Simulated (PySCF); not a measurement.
Cartesian coordinates in Å; atom numbers follow the order of the lines, from 1:
```xyz
16

C     2.8376   -0.8987   -0.0088
C     1.5065   -0.3705    0.4058
S     0.8527   -0.6634    1.8707
Si    0.4932    0.7308   -0.7787
Si   -1.7569    0.1245   -0.5633
Si   -2.5324    0.3850    1.6387
H     3.4984   -0.0662   -0.3078
H     3.3143   -1.4822    0.7914
H     2.7241   -1.5282   -0.9089
H     1.0078    0.5951   -2.1815
H     0.7087    2.1503   -0.3537
H    -2.5647    0.9788   -1.4942
H    -1.9029   -1.2996   -1.0064
H    -4.0080    0.6510    1.5887
H    -1.8722    1.5552    2.2910
H    -2.3127   -0.8519    2.4430
```

Method: PBE0-D3(BJ)/def2-SVP geometry, CAM-B3LYP/pcSseg-1 with gauge-including orbitals, in PySCF 2.14.0 with density-fitted response routines (fast rotation and ring inversion assumed for equivalent nuclei, a single conformation, no solvent, relativity neglected).

δ = σ(ref) − σ, references computed at the same level: ¹³C (σref 182.45), ¹H (σref 31.33), ²⁹Si (σref 343.41) against TMS; ³³S (σref 487.21) vs CS2.

```json
{"atoms": "C2", "nucleus": "¹³C", "count": "1", "δ (ppm)": "338.1"}
{"atoms": "H7/H8/H9", "nucleus": "¹H", "count": "3", "δ (ppm)": "3.44"}
{"atoms": "S3", "nucleus": "³³S", "count": "1", "δ (ppm)": "?"}
{"atoms": "H14/H15/H16", "nucleus": "¹H", "count": "3", "δ (ppm)": "3.74"}
{"atoms": "H10/H11", "nucleus": "¹H", "count": "2", "δ (ppm)": "?"}
{"atoms": "Si6", "nucleus": "²⁹Si", "count": "1", "δ (ppm)": "-100.8"}
{"atoms": "H12/H13", "nucleus": "¹H", "count": "2", "δ (ppm)": "3.15"}
{"atoms": "C1", "nucleus": "¹³C", "count": "1", "δ (ppm)": "51.9"}
{"atoms": "Si4", "nucleus": "²⁹Si", "count": "1", "δ (ppm)": "?"}
{"atoms": "Si5", "nucleus": "²⁹Si", "count": "1", "δ (ppm)": "-107.8"}
```

Problem. Complete the table.

Solution. 
- H10/H11: 4.53 ppm, hydrogen on a silicon bonded to C, Si
- S3: 1357 ppm, thione sulfur
- Si4: -60.0 ppm, silicon bonded to C, Si, 2 H

Shifts are as computed, not scaled to solution data. Of 1211 compounds with measured shifts, 218 miss one by over three times the rms of a fit or turn the order of signals round; such compounds aren't used in these exercises.
